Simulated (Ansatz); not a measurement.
# Nudged elastic band run: Cl2F2HHf

Input:

```yaml
crystal:
  periodic: [false, false, false]
  atoms:
    - { symbol: Hf, position_ang: [-0.049363, -0.094919, -0.127098] }
    - { symbol: Cl, position_ang: [-0.173634, -0.352297, 2.204934] }
    - { symbol: F, position_ang: [1.778505, -0.003637, -0.655425] }
    - { symbol: F, position_ang: [-0.895376, 1.536892, -0.627291] }
    - { symbol: Cl, position_ang: [-1.096886, -1.892839, -1.216927] }
    - { symbol: H, position_ang: [0.184353, 0.366202, 5.474007] }
magnetization:
  spin_polarized: true
  initial_magnetization: 1
basis:
  gaussian: { orbitals: def2-SVP }
hamiltonian:
  xc: pbe
  dispersion: d4
neb:
  order_check: false
  images: 7
  f_tol: 0.05
  max_iterations: 60
  final_atoms:
    - { symbol: Hf, position_ang: [-0.09043974, -0.25658091, -0.02277871] }
    - { symbol: Cl, position_ang: [0.70785829, -0.1302869, 2.99875117] }
    - { symbol: F, position_ang: [1.82206568, -0.36032078, -0.10097617] }
    - { symbol: F, position_ang: [-1.16718615, 1.01847908, 0.96596547] }
    - { symbol: Cl, position_ang: [-1.21481513, -1.39975172, -1.7428459] }
    - { symbol: H, position_ang: [-0.30988395, 0.68786323, 2.95408414] }
  initial_path:
    images:
      - { positions_ang: [[-0.049363, -0.094919, -0.127098], [-0.173634, -0.352297, 2.204934], [1.778505, -0.003637, -0.655425], [-0.895376, 1.536892, -0.627291], [-1.096886, -1.892839, -1.216927], [0.184353, 0.366202, 5.474007]] }
      - { positions_ang: [[-0.03623941, -0.06961031, -0.09513924], [-0.13201093, -0.26784461, 2.34636047], [1.80204467, 1.898e-05, -0.65447306], [-0.90323687, 1.55943442, -0.6329339], [-1.11788939, -1.93049062, -1.12726485], [0.13493094, 0.26789414, 5.21565057]] }
      - { positions_ang: [[-0.02311581, -0.04430161, -0.06318048], [-0.09038786, -0.18339222, 2.48778694], [1.82558433, 0.00367496, -0.65352111], [-0.91109774, 1.58197683, -0.63857679], [-1.13889279, -1.96814224, -1.03760269], [0.08550887, 0.16958628, 4.95729415]] }
      - { positions_ang: [[-0.00999222, -0.01899292, -0.03122172], [-0.04876479, -0.09893983, 2.6292134], [1.849124, 0.00733093, -0.65256917], [-0.91895861, 1.60451925, -0.64421969], [-1.15989618, -2.00579385, -0.94794054], [0.03608681, 0.07127842, 4.69893772]] }
      - { positions_ang: [[0.00313137, 0.00631577, 0.00073704], [-0.00714172, -0.01448744, 2.77063987], [1.87266366, 0.01098691, -0.65161723], [-0.92681948, 1.62706167, -0.64986259], [-1.18089957, -2.04344547, -0.85827839], [-0.01333525, -0.02702944, 4.44058129]] }
      - { positions_ang: [[-0.02026141, -0.0594084, -0.0051419], [0.17160828, -0.0434373, 2.8276677], [1.86001417, -0.08184001, -0.51395696], [-0.98691115, 1.47491602, -0.24590557], [-1.18937846, -1.88252203, -1.07942027], [-0.08747243, 0.15169372, 4.068957]] }
      - { positions_ang: [[-0.04365418, -0.12513257, -0.01102083], [0.35035828, -0.07238717, 2.88469552], [1.84736467, -0.17466693, -0.3762967], [-1.04700281, 1.32277037, 0.15805144], [-1.19785735, -1.72159859, -1.30056215], [-0.1616096, 0.33041689, 3.69733271]] }
      - { positions_ang: [[-0.06704696, -0.19085674, -0.01689977], [0.52910828, -0.10133704, 2.94172335], [1.83471518, -0.26749385, -0.23863644], [-1.10709448, 1.17062473, 0.56200846], [-1.20633624, -1.56067516, -1.52170402], [-0.23574678, 0.50914006, 3.32570843]] }
      - { positions_ang: [[-0.09043974, -0.25658091, -0.02277871], [0.70785829, -0.1302869, 2.99875117], [1.82206568, -0.36032078, -0.10097617], [-1.16718615, 1.01847908, 0.96596547], [-1.21481513, -1.39975172, -1.7428459], [-0.30988395, 0.68786323, 2.95408414]] }
```

Run as:

```bash
$ ansatz run input.yaml --threads 4 --pin off --max-ram 5120MiB --backend cpu --events-out ev --progress --plain --runs-dir out
```

Output, in part (warnings, iteration lines, the closing report on the highest movable image, with atoms numbered from 0):

```
NEB end point (image 0): max|allowed force component| = 1.916e-2 eV/Å (the criterion of neb.relax_end_points is 1.000e-2)
NEB end point (image 8): max|allowed force component| = 2.602e-2 eV/Å (the criterion of neb.relax_end_points is 1.000e-2)
NEB iter   1: max|band force component| = 1.215e1 eV/Å  barrier→ = 3.0166 eV  barrier← = 2.5738 eV  Δτ_max = 0.2000 Å  (337 SCF iters)
NEB iter   2: max|band force component| = 4.942e0 eV/Å  barrier→ = 1.1791 eV  barrier← = 0.7363 eV  Δτ_max = 0.2000 Å  (261 SCF iters)
NEB iter   3: max|band force component| = 1.888e0 eV/Å  barrier→ = 0.7660 eV  barrier← = 0.3232 eV  Δτ_max = 0.2000 Å  (263 SCF iters)
NEB iter   4: max|band force component| = 9.197e-1 eV/Å  barrier→ = 0.7744 eV  barrier← = 0.3316 eV  Δτ_max = 0.2000 Å  (256 SCF iters)
NEB iter   5: max|band force component| = 1.379e0 eV/Å  barrier→ = 0.7422 eV  barrier← = 0.2994 eV  Δτ_max = 0.1040 Å  (259 SCF iters)
NEB iter   6: max|band force component| = 9.968e-1 eV/Å  barrier→ = 0.7015 eV  barrier← = 0.2586 eV  Δτ_max = 0.1018 Å  (249 SCF iters)
NEB iter   7: max|band force component| = 1.562e0 eV/Å  barrier→ = 0.7486 eV  barrier← = 0.3057 eV  Δτ_max = 0.0498 Å  (244 SCF iters)
NEB iter   8: max|band force component| = 3.382e-1 eV/Å  barrier→ = 0.6534 eV  barrier← = 0.2106 eV  CI = image 4  Δτ_max = 0.0992 Å  (222 SCF iters)
NEB iter   9: max|band force component| = 2.712e-1 eV/Å  barrier→ = 0.6506 eV  barrier← = 0.2077 eV  CI = image 4  Δτ_max = 0.0997 Å  (236 SCF iters)
NEB iter  10: max|band force component| = 2.256e-1 eV/Å  barrier→ = 0.6250 eV  barrier← = 0.1822 eV  CI = image 4  Δτ_max = 0.0998 Å  (234 SCF iters)
NEB iter  11: max|band force component| = 2.361e-1 eV/Å  barrier→ = 0.6125 eV  barrier← = 0.1697 eV  CI = image 4  Δτ_max = 0.1003 Å  (240 SCF iters)
NEB iter  12: max|band force component| = 3.237e-1 eV/Å  barrier→ = 0.6005 eV  barrier← = 0.1577 eV  CI = image 4  Δτ_max = 0.1000 Å  (229 SCF iters)
NEB iter  13: max|band force component| = 2.987e-1 eV/Å  barrier→ = 0.5937 eV  barrier← = 0.1508 eV  CI = image 4  Δτ_max = 0.1985 Å  (246 SCF iters)
NEB iter  14: max|band force component| = 3.173e-1 eV/Å  barrier→ = 0.6388 eV  barrier← = 0.1960 eV  CI = image 4  Δτ_max = 0.1840 Å  (256 SCF iters)
NEB iter  15: max|band force component| = 2.826e-1 eV/Å  barrier→ = 0.6385 eV  barrier← = 0.1956 eV  CI = image 4  Δτ_max = 0.0651 Å  (238 SCF iters)
NEB iter  16: max|band force component| = 6.480e-2 eV/Å  barrier→ = 0.6290 eV  barrier← = 0.1861 eV  CI = image 4  Δτ_max = 0.0557 Å  (235 SCF iters)
NEB iter  17: max|band force component| = 4.630e-2 eV/Å  barrier→ = 0.6277 eV  barrier← = 0.1849 eV  CI = image 4  Δτ_max = 0.0000 Å  (459 SCF iters)
Total energy: -31781.17681095 eV, -1167.9367057469 hartree
Atom 0 at    -0.125098    -0.202794     0.104208 Å, force    -0.035281    -0.046383    -0.045015 eV/Å
Atom 1 at    -0.158528    -0.335108     2.640077 Å, force     0.013605     0.006471    -0.009651 eV/Å
Atom 2 at     1.789253    -0.155595     0.014731 Å, force     0.020419    -0.012067     0.011593 eV/Å
Atom 3 at    -1.132507     1.427394     0.063600 Å, force    -0.018420     0.011214     0.005605 eV/Å
Atom 4 at    -1.022824    -1.813193    -1.363037 Å, force     0.013062     0.023247    -0.000629 eV/Å
Atom 5 at     0.397303     0.638699     3.592622 Å, force     0.006616     0.017518     0.038098 eV/Å
Dipole moment:     0.037668     0.055173     0.371805 e Å
```

The run converged. A vibrational analysis at the climbing image gives one clearly imaginary mode, 145i cm⁻¹: a first-order saddle point.

Final band (atoms are numbered from 1 in the order of the input):

| image | path coordinate (Å) | energy (eV) | Cl2–H6 (Å) |
| --- | --- | --- | --- |
| 0 | 0.00 | 0.00 | 3.37 |
| 1 | 0.97 | 0.00 | 3.51 |
| 2 | 1.94 | 0.00 | 3.66 |
| 3 | 2.91 | 0.02 | 2.75 |
| 4 | 3.89 | 0.63 | 1.47 |
| 5 | 4.44 | 0.53 | 1.31 |
| 6 | 4.99 | 0.50 | 1.30 |
| 7 | 5.54 | 0.47 | 1.30 |
| 8 | 6.09 | 0.44 | 1.31 |

Run time: 4.6 min on 4 threads of Arm Neoverse V1, with other jobs on the host, peak memory 0.19 GiB.
